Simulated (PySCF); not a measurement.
# Working out the electron affinity of Ge

Ge⁻ [Ar] 3d10 4s2 4p3 (4S) → Ge [Ar] 3d10 4s2 4p2 (3P). Calculation: PySCF 2.14, in def2-TZVPPD (7s5p5d1f, 54 functions); no relativity, point nucleus. Frozen: [Ne]. Energies in hartree (1 hartree = 27.21139 eV):

| part | Ge⁻ (lower) | Ge (upper) |
| --- | --- | --- |
| UHF | -2075.340800 | -2075.321289 |
| MP2 opposite-spin | -0.226249 | -0.219401 |
| MP2 same-spin | -0.114751 | -0.104310 |

Task: What does Hartree-Fock give?

Result: (-2075.321289) − (-2075.340800) = 0.019511 hartree = 0.531 eV.

Task: What do MP2 and SCS-MP2 (6/5 opposite-spin, 1/3 same-spin) give?

Result: The opposite-spin parts differ by 0.186 eV and the same-spin parts by 0.284 eV. MP2: 0.531 + (0.186) + (0.284) = 1.001 eV. SCS-MP2: 0.531 + 1.2 × (0.186) + (0.284)/3 = 0.849 eV.

A first-order spin-orbit estimate adds -0.096 eV to MP2 (valence and next inner shell), giving 0.905 eV against 1.233 eV (measured; photodetachment measurements, as compiled on the Wikipedia data page of electron affinities).

The calculation is non-relativistic.

What remains against the reference includes basis incompleteness, the frozen core and correlation beyond second order.
